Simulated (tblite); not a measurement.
Compound: C6H8Si2.
SMILES with atom numbers: `[CH:1]#[C:2][SiH2:3][C:4]#[C:5][SiH2:6][CH:7]=[CH2:8]` (hydrogens: H9 on C1; H10, H11 on Si3; H12, H13 on Si6; H14 on C7; H15, H16 on C8)

Computed with GFN2-xTB (tblite), gas phase: Langevin dynamics at 400 K from the optimised GFN2-xTB geometry, time step 0.5 fs, friction 0.01 fs⁻¹, 2000 steps.

Start geometry:
```
atom  x, y, z in Å
C1      4.354    0.759   -0.171
C2      3.567    0.670    0.733
Si3     2.361    0.537    2.132
C4      0.781   -0.106    1.411
C5     -0.251   -0.531    0.943
Si6    -1.811   -1.201    0.203
C7     -2.176   -0.205   -1.354
C8     -3.339    0.362   -1.632
H9      5.041    0.835   -0.964
H10     2.144    1.871    2.707
H11     2.869   -0.423    3.121
H12    -2.904   -1.062    1.173
H13    -1.581   -2.612   -0.146
H14    -1.369   -0.100   -2.071
H15    -3.515    0.920   -2.540
H16    -4.178    0.296   -0.957
```

The statistics below take the 31 frames saved every 25 fs from 250 to 1000 fs; their kinetic temperature (all 3N coordinates) averages 438 K.

Question: How do the bond lengths spread?

Answer: 
| bond | start (Å) | mean (Å) | standard deviation (Å) | shortest (Å) | longest (Å) |
| --- | --- | --- | --- | --- | --- |
| C1≡C2 | 1.202 | 1.207 | 0.022 | 1.160 | 1.250 |
| C2–Si3 | 1.852 | 1.858 | 0.022 | 1.804 | 1.904 |
| Si3–C4 | 1.851 | 1.862 | 0.033 | 1.811 | 1.936 |
| C4≡C5 | 1.211 | 1.216 | 0.019 | 1.182 | 1.251 |
| C5–Si6 | 1.852 | 1.860 | 0.038 | 1.778 | 1.925 |
| Si6–C7 | 1.884 | 1.900 | 0.065 | 1.767 | 2.040 |
| C7=C8 | 1.323 | 1.330 | 0.034 | 1.264 | 1.402 |
| C1–H9 | 1.053 | 1.055 | 0.024 | 0.999 | 1.105 |
| Si3–H10 | 1.469 | 1.480 | 0.046 | 1.414 | 1.595 |
| Si3–H11 | 1.469 | 1.478 | 0.049 | 1.390 | 1.571 |
| Si6–H12 | 1.468 | 1.476 | 0.033 | 1.391 | 1.540 |
| Si6–H13 | 1.471 | 1.482 | 0.057 | 1.359 | 1.642 |
| C7–H14 | 1.084 | 1.093 | 0.031 | 1.040 | 1.165 |
| C8–H15 | 1.080 | 1.083 | 0.034 | 1.018 | 1.169 |
| C8–H16 | 1.079 | 1.088 | 0.039 | 1.004 | 1.173 |

Question: Give the same statistics for bond angles, one of each kind among heavy atoms.

Answer: 
| angle | start (°) | mean (°) | standard deviation (°) | smallest (°) | largest (°) |
| --- | --- | --- | --- | --- | --- |
| C1–C2–Si3 | 179.7 | 165.3 | 6.2 | 153.5 | 176.9 |
| C2–Si3–C4 | 106.7 | 109.3 | 6.7 | 96.3 | 122.7 |
| Si3–C4–C5 | 179.7 | 167.2 | 7.8 | 147.4 | 179.1 |
| C4–C5–Si6 | 178.9 | 167.1 | 6.0 | 151.8 | 178.1 |
| C5–Si6–C7 | 107.6 | 105.1 | 5.5 | 95.9 | 116.0 |
| Si6–C7–C8 | 124.8 | 124.4 | 6.2 | 111.9 | 138.9 |

Question: How far does each atom move about its mean position (frames aligned on the start, all atoms weighted alike), and what rms force does it feel?

Answer: 
```json
{"atom": "C1", "rms displacement (Å)": "0.48", "rms force (eV/Å)": "2.43"}
{"atom": "C2", "rms displacement (Å)": "0.27", "rms force (eV/Å)": "2.64"}
{"atom": "Si3", "rms displacement (Å)": "0.38", "rms force (eV/Å)": "1.64"}
{"atom": "C4", "rms displacement (Å)": "0.37", "rms force (eV/Å)": "2.31"}
{"atom": "C5", "rms displacement (Å)": "0.44", "rms force (eV/Å)": "1.99"}
{"atom": "Si6", "rms displacement (Å)": "0.41", "rms force (eV/Å)": "1.99"}
{"atom": "C7", "rms displacement (Å)": "0.28", "rms force (eV/Å)": "2.60"}
{"atom": "C8", "rms displacement (Å)": "0.58", "rms force (eV/Å)": "2.53"}
{"atom": "H9", "rms displacement (Å)": "0.74", "rms force (eV/Å)": "0.95"}
{"atom": "H10", "rms displacement (Å)": "0.92", "rms force (eV/Å)": "0.80"}
{"atom": "H11", "rms displacement (Å)": "0.81", "rms force (eV/Å)": "0.90"}
{"atom": "H12", "rms displacement (Å)": "0.67", "rms force (eV/Å)": "0.67"}
{"atom": "H13", "rms displacement (Å)": "0.60", "rms force (eV/Å)": "0.98"}
{"atom": "H14", "rms displacement (Å)": "0.77", "rms force (eV/Å)": "1.05"}
{"atom": "H15", "rms displacement (Å)": "0.74", "rms force (eV/Å)": "1.14"}
{"atom": "H16", "rms displacement (Å)": "1.10", "rms force (eV/Å)": "1.35"}
```

The displacements run from 0.27 to 1.10 Å, the largest at H16.

Question: Follow the torsion C5–Si6–C7–C8 through every second one of these frames.

Answer: 
```tsv
t (fs)	C5–Si6–C7–C8 (°)
250	-175
300	172
350	178
400	165
450	168
500	167
550	-176
600	-138
650	-101
700	-119
750	-129
800	-107
850	-109
900	-107
950	-84
1000	-61
```

Largest departure from the start value over all these frames: C5–Si6–C7–C8 69° (start -129°).

The run is classical and short, so these are rough statistics of one trajectory.

What follows is the cost of the whole dynamics run. The run took 17 s on Arm Neoverse V1, one thread, on a shared host, and the process peaked at 0.18 GiB of memory.
